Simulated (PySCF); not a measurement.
Mayer bond orders and bond lengths

Species: C₇H₅FO₂.
Numbering: `[O:1]=[C:2]([F:3])[c:4]1[cH:5][cH:6][c:7]([OH:8])[cH:9][cH:10]1` (hydrogens: H11 on C5; H12 on C6; H13 on O8; H14 on C9; H15 on C10)

Cartesian coordinates in Å at the PBE0-D3(BJ)/def2-SVP level; atoms count from 1:
```xyz
15
C7H5FO2 angstrom
O      3.201    1.219    0.216
C      2.580    0.283   -0.170
F      3.210   -0.752   -0.753
C      1.126    0.080   -0.097
C      0.503   -1.077   -0.588
C     -0.871   -1.227   -0.496
C     -1.647   -0.218    0.090
O     -2.973   -0.409    0.159
C     -1.029    0.942    0.581
C      0.346    1.086    0.486
H      1.110   -1.861   -1.043
H     -1.372   -2.121   -0.871
H     -3.391    0.351    0.578
H     -1.636    1.730    1.037
H      0.842    1.982    0.863
```

Bond orders from the PBE0/pcSseg-1 density (PySCF). One conformer (not necessarily the lowest) at the PBE0-D3(BJ)/def2-SVP geometry, without solvent, vibrations or thermal averaging.

Q: How far do the computed orders between heavy atoms stray from the drawn ones?

A: The largest departure is 0.170, at C4–C5 (drawn aromatic, 1.330) and C7–C9 (drawn aromatic, 1.333), counting aromatic bonds as 1.5. The bonds drawn aromatic range from 1.33 to 1.48.

Q: Give the Mayer order of every bond between heavy atoms, beside its length.

A: 
```json
{"bond": "O1–C2", "drawn as": "double", "length (Å)": "1.188", "Mayer order": "2.034"}
{"bond": "C2–F3", "drawn as": "single", "length (Å)": "1.345", "Mayer order": "0.973"}
{"bond": "C2–C4", "drawn as": "single", "length (Å)": "1.470", "Mayer order": "1.033"}
{"bond": "C4–C5", "drawn as": "aromatic", "length (Å)": "1.403", "Mayer order": "1.330"}
{"bond": "C5–C6", "drawn as": "aromatic", "length (Å)": "1.385", "Mayer order": "1.479"}
{"bond": "C6–C7", "drawn as": "aromatic", "length (Å)": "1.402", "Mayer order": "1.362"}
{"bond": "C7–O8", "drawn as": "single", "length (Å)": "1.341", "Mayer order": "1.101"}
{"bond": "C7–C9", "drawn as": "aromatic", "length (Å)": "1.403", "Mayer order": "1.333"}
{"bond": "C9–C10", "drawn as": "aromatic", "length (Å)": "1.386", "Mayer order": "1.469"}
{"bond": "C10–C4", "drawn as": "aromatic", "length (Å)": "1.400", "Mayer order": "1.368"}
```

Bonds between the same two heavy elements. C–O: lowest C7–O8 (1.101, 1.341 Å), highest O1–C2 (2.034, 1.188 Å). C–C: lowest C2–C4 (1.033, 1.470 Å), highest C5–C6 (1.479, 1.385 Å).

Q: And the bonds to hydrogen?

A: C–H: 0.94 to 0.96 (4 bonds); H–O: 0.94 (1 bond).

Q: Sum the orders of all bonds at each heavy atom with more than one neighbour and set the sums beside the valence in the SMILES.

A: C2 4.040 (drawn 4), C4 3.731 (drawn 4), C5 3.774 (drawn 4), C6 3.791 (drawn 4), C7 3.796 (drawn 4), O8 2.041 (drawn 2), C9 3.746 (drawn 4), C10 3.789 (drawn 4). Orders between atoms that aren't bonded are not in these sums.

Mayer orders depend on the basis set.
